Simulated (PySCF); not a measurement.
## TDDFT excited states: C3H12N2OSi

C₃H₁₂N₂OSi.
Numbering: `[CH3:1][CH2:2][CH2:3][NH:4][Si@@H:5]([NH2:6])[OH:7]` (hydrogens: H8, H9, H10 on C1; H11, H12 on C2; H13, H14 on C3; H15 on N4; H16 on Si5; H17, H18 on N6; H19 on O7)

Geometry (GFN2-xTB, Å), atoms numbered from 1 in this order:
```xyz
19
C3H12N2OSi angstrom
C      2.029    0.642   -0.626
C      1.970   -0.651    0.176
C      0.618   -0.815    0.880
N     -0.461   -0.915   -0.066
Si    -1.977   -0.129    0.070
N     -1.894    1.587    0.269
O     -2.651   -0.491   -1.368
H      1.949    1.503    0.036
H      1.205    0.672   -1.334
H      2.966    0.712   -1.174
H      2.123   -1.502   -0.492
H      2.764   -0.664    0.926
H      0.658   -1.698    1.536
H      0.430    0.056    1.512
H     -0.401   -1.743   -0.637
H     -2.823   -0.566    1.185
H     -1.596    1.942    1.161
H     -1.455    2.123   -0.464
H     -3.463   -0.052   -1.597
```

Level of theory: TDDFT CAM-B3LYP/def2-SVPD, vertical, gas phase, core orbitals frozen in the response in PySCF.

```json
{"state": "S1", "E (eV)": "6.30", "λ (nm)": "196.7", "ν̃ (cm⁻¹)": "50850", "f": "0.0038", "|μ| (D)": "0.40", "main configurations (H = HOMO, L = LUMO)": "H→L (50%), H→L+1 (21%), H→L+2 (10%)"}
{"state": "S2", "E (eV)": "6.65", "λ (nm)": "186.3", "ν̃ (cm⁻¹)": "53670", "f": "0.0069", "|μ| (D)": "0.52", "main configurations (H = HOMO, L = LUMO)": "H→L+1 (54%), H→L+2 (23%), H→L (8%)"}
{"state": "S3", "E (eV)": "6.80", "λ (nm)": "182.5", "ν̃ (cm⁻¹)": "54810", "f": "0.089", "|μ| (D)": "1.85", "main configurations (H = HOMO, L = LUMO)": "H→L+2 (35%), H→L (25%), H-1→L (19%)"}
{"state": "S4", "E (eV)": "7.06", "λ (nm)": "175.5", "ν̃ (cm⁻¹)": "56970", "f": "0.015", "|μ| (D)": "0.74", "main configurations (H = HOMO, L = LUMO)": "H-1→L (51%), H-1→L+2 (13%), H→L (12%)"}
{"state": "S5", "E (eV)": "7.42", "λ (nm)": "167.0", "ν̃ (cm⁻¹)": "59880", "f": "0.030", "|μ| (D)": "1.04", "main configurations (H = HOMO, L = LUMO)": "H→L+3 (48%), H→L+4 (27%), H→L+5 (14%)"}
{"state": "S6", "E (eV)": "7.52", "λ (nm)": "165.0", "ν̃ (cm⁻¹)": "60610", "f": "0.029", "|μ| (D)": "1.01", "main configurations (H = HOMO, L = LUMO)": "H→L+4 (37%), H→L+3 (28%), H→L+2 (12%)"}
{"state": "S7", "E (eV)": "7.69", "λ (nm)": "161.3", "ν̃ (cm⁻¹)": "62000", "f": "0.013", "|μ| (D)": "0.67", "main configurations (H = HOMO, L = LUMO)": "H-1→L+1 (62%), H-1→L (15%)"}
{"state": "S8", "E (eV)": "7.96", "λ (nm)": "155.7", "ν̃ (cm⁻¹)": "64240", "f": "0.016", "|μ| (D)": "0.74", "main configurations (H = HOMO, L = LUMO)": "H→L+5 (48%), H→L+6 (8%)"}
```

Triplets (Tamm–Dancoff): T1 6.09 eV, H→L (43%), H→L+1 (17%), H→L+2 (14%); T2 6.49 eV, H-1→L (35%), H→L+2 (31%), H-1→L+2 (8%); T3 6.53 eV, H→L+1 (55%), H→L (18%).

The lowest singlet comes at 197 nm (608 kJ/mol) in the vacuum ultraviolet; it is very weak; its leading configuration is HOMO→LUMO (50%). The most intense listed level is S3 at 6.80 eV (182 nm, f = 0.089), 0.49 eV above S1. Löwdin shares by element: HOMO nitrogen 56% or more, carbon 10% or more, silicon 7%, hydrogen 5% or more (atoms not listed hold the other 21%); LUMO silicon 27%, oxygen 17%, hydrogen 16% or more (atoms not listed hold the other 40%). Of the 8 states listed, 6 reach f = 0.01 and none stays under 0.0005. Weighted by f, the mean energy of these states is 7.15 eV. Orbital energies (eV): HOMO-3 -10.81, HOMO-2 -10.28, HOMO-1 -9.17, HOMO -8.02, LUMO 1.10, LUMO+1 1.49, LUMO+2 1.78. The window holds the lowest 8 singlets.

One conformer stands for the species.
